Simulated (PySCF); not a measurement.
First SCF of a structure search on doublet TiOF, at a hand-made bent geometry. PySCF input:

```python
from pyscf import gto, scf, dft
mol = gto.M(atom='''
Ti     0.000000     0.000000     0.000000
O     -1.425300     0.000000     0.998000
F      1.638300     0.000000     1.147200''',
    basis={'Ti': 'def2-TZVP', 'O': 'def2-TZVP', 'F': 'def2-TZVP'},
    charge=0, spin=1)
mf = dft.UKS(mol, xc='PBE0')
mf.grids.atom_grid = (50, 194)
aux = {'Ti': 'def2-universal-JKFIT', 'O': 'def2-universal-JKFIT', 'F': 'def2-universal-JKFIT'}
mf = mf.density_fit(auxbasis=aux)
mf.conv_tol = 1e-08
mf.diis_space = 10
mf.max_cycle = 60
mf.init_guess = 'minao'
mf.verbose = 4
mf.kernel()
```

Excerpt of the output (cycles alone):

```
init E= -1023.86065323337
cycle= 1 E= -1023.62847857993  delta_E= 0.232  |g|= 1.16  |ddm|=  1.3
cycle= 2 E= -999.05508023871  delta_E= 24.6  |g|= 7.55  |ddm|= 2.95
cycle= 3 E= -1018.76079200897  delta_E= -19.7  |g|= 3.59  |ddm|= 2.12
cycle= 4 E= -1023.29794228635  delta_E= -4.54  |g|= 1.76  |ddm|=  1.3
cycle= 5 E= -1023.2724630418  delta_E= 0.0255  |g|= 1.75  |ddm|= 0.779
cycle= 6 E= -1023.44861359257  delta_E= -0.176  |g|= 1.58  |ddm|= 0.0903
cycle= 7 E= -1024.00107591772  delta_E= -0.552  |g|= 0.903  |ddm|= 0.25
cycle= 8 E= -1024.26898636481  delta_E= -0.268  |g|= 0.121  |ddm|= 0.303
cycle= 9 E= -1024.27220458462  delta_E= -0.00322  |g|= 0.0888  |ddm|= 0.087
cycle= 10 E= -1024.27576221171  delta_E= -0.00356  |g|= 0.0113  |ddm|= 0.0619
cycle= 11 E= -1024.27616962673  delta_E= -0.000407  |g|= 0.00887  |ddm|= 0.0406
cycle= 12 E= -1024.27666961424  delta_E= -0.0005  |g|= 0.00677  |ddm|= 0.0772
cycle= 13 E= -1024.27680738339  delta_E= -0.000138  |g|= 0.00182  |ddm|= 0.0388
cycle= 14 E= -1024.27684770812  delta_E= -4.03e-05  |g|= 0.000748  |ddm|= 0.0272
cycle= 15 E= -1024.27685153955  delta_E= -3.83e-06  |g|= 0.00034  |ddm|= 0.00769
cycle= 16 E= -1024.27685218289  delta_E= -6.43e-07  |g|= 0.000252  |ddm|= 0.00196
cycle= 17 E= -1024.27685235007  delta_E= -1.67e-07  |g|= 9.35e-05  |ddm|= 0.00199
cycle= 18 E= -1024.2768523709  delta_E= -2.08e-08  |g|= 6.03e-05  |ddm|= 0.000595
cycle= 19 E= -1024.27685237615  delta_E= -5.26e-09  |g|= 1.65e-05  |ddm|= 0.000237
Extra cycle  E= -1024.27685237671  delta_E= -5.52e-10  |g|= 2.14e-05  |ddm|= 3.79e-05
converged SCF energy = -1024.27685237671  <S^2> = 0.76829459  2S+1 = 2.0182117
```

No lower solution of this spin was found from smeared starts or by a stability analysis within the unrestricted form.

Other spin states or occupations of the open shell can lie lower.

The search for the lowest solution, 3 starts and the stability check together, took 17 s on 4 threads of a shared Arm Neoverse N1 host, with 107 basis functions; the process peaked at 0.42 GiB.
